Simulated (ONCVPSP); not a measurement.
## An all-electron radial function and its pseudo partner (aluminium)

Columns: radius, all-electron u(r) and pseudo u(r) of the 2s shell (level -108.17 eV) of aluminium in the configuration [He] 2s2 2p6 3s2 3p1; PBE, scalar-relativistic, ONCV scheme, ONCVPSP 4.0.1.

| r (bohr) | all-electron | pseudo |
| --- | --- | --- |
| 0.055 | -0.5923 | 0.2121 |
| 0.110 | -0.4137 | 0.4181 |
| 0.165 | 0.0027 | 0.6117 |
| 0.220 | 0.4294 | 0.7871 |
| 0.275 | 0.7811 | 0.9387 |
| 0.330 | 1.0361 | 1.0620 |
| 0.385 | 1.1988 | 1.1539 |
| 0.440 | 1.2845 | 1.2129 |
| 0.495 | 1.3101 | 1.2390 |
| 0.550 | 1.2917 | 1.2344 |
| 0.605 | 1.2430 | 1.2032 |
| 0.660 | 1.1743 | 1.1502 |
| 0.715 | 1.0938 | 1.0811 |
| 0.770 | 1.0073 | 1.0018 |
| 0.825 | 0.9193 | 0.9173 |
| 0.880 | 0.8328 | 0.8322 |
| 0.935 | 0.7498 | 0.7496 |
| 0.990 | 0.6715 | 0.6714 |
| 1.045 | 0.5987 | 0.5986 |
| 1.100 | 0.5319 | 0.5318 |
| 1.155 | 0.4709 | 0.4708 |
| 1.210 | 0.4157 | 0.4157 |
| 1.265 | 0.3661 | 0.3660 |
| 1.320 | 0.3217 | 0.3216 |
| 1.375 | 0.2821 | 0.2820 |
| 1.430 | 0.2469 | 0.2469 |

(1) How many radial nodes do the two functions have?

(2) At about which radius was the pseudo-wave matched?

(3) Is the pseudo-wave norm-conserving?

Results:

(1) The all-electron 2s function has n − l − 1 = 1; the pseudo-wave has 0, since the states of the same l below it are removed with the core.

(2) 1.10 bohr. The columns agree to 0.0005 from 0.94 bohr on; several derivatives are matched, so the curves merge somewhat inside the radius.

(3) Yes: the ONCV scheme keeps the norm inside the radius equal to the all-electron one, which fixes the energy derivative of the logarithmic derivative at the level.
